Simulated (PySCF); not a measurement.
**YbF3(NH3) at several levels of theory**

Computed with PySCF 2.14.0 (density fitting, no spin-orbit coupling) at the geometry relaxed with BP86:

```xyz
8
YbF3(NH3) (singlet in the valence; each metal's 4f electrons, 13 of them, lie in its core potential, out of spins and levels)
Yb    0.0816   -0.0816    0.0816
F     1.0801    1.3307    1.0801
F    -1.3307   -1.0801    1.0801
F     1.0801   -1.0801   -1.3307
N    -1.3330    1.3330   -1.3330
H    -1.9505    1.9505   -0.7828
H    -0.7828    1.9505   -1.9505
H    -1.9505    0.7828   -1.9505
```

```
level                                                              basis    state  HOMO (eV)  gap (eV)  charge on Yb1 (e)  population of f-type functions on Yb1 (polarisation alone where 4f lies in the core)  dipole about the centre of mass (D)  largest force component (eV/Å)
 BP86      Yb lcecp-1-SVP with ECP59, F def2-SVP, N def2-SVP, H def2-SVP  singlet      -7.72      6.25               0.92                                                                                  0.07                                 6.47                            0.01
 BLYP                                                           the same  singlet      -7.52      5.88               0.88                                                                                  0.06                                 6.45                            0.15
  PBE                                                           the same  singlet      -7.62      6.02               0.90                                                                                  0.07                                 6.47                            0.02
M06-L                                                           the same  singlet      -7.92      7.22               1.29                                                                                  0.06                                 6.45                            0.31
 BP86  Yb lcecp-1-TZVP with ECP59, F def2-TZVP, N def2-TZVP, H def2-TZVP  singlet      -7.96      6.24               1.50                                                                                  0.08                                 6.51                            0.23
```

In the lcecp rows the 4f levels are missing from HOMO and gap, and the state counts the valence alone.

Charges are Mulliken's, which hang on the basis. The relaxation used the grid (50, 194), these runs (75, 302) or, all-electron (x2c bases, spin-free X2C Hamiltonian), (99, 590).

Question: What does TPSS with Yb lcecp-1-SVP with ECP59, F def2-SVP, N def2-SVP, H def2-SVP give here?

Answer: state singlet, HOMO (eV) -7.71, gap (eV) 6.37, charge on Yb1 (e) 1.02, population of f-type functions on Yb1 (polarisation alone where 4f lies in the core) 0.06, dipole about the centre of mass (D) 6.47, largest force component (eV/Å) 0.08. Time: 8.4 s on 2 threads of Arm Neoverse V1, on a shared host, from an already converged density.

An lcecp potential fixes the number of 4f electrons, so in runs with it no electron can move into or out of that shell.
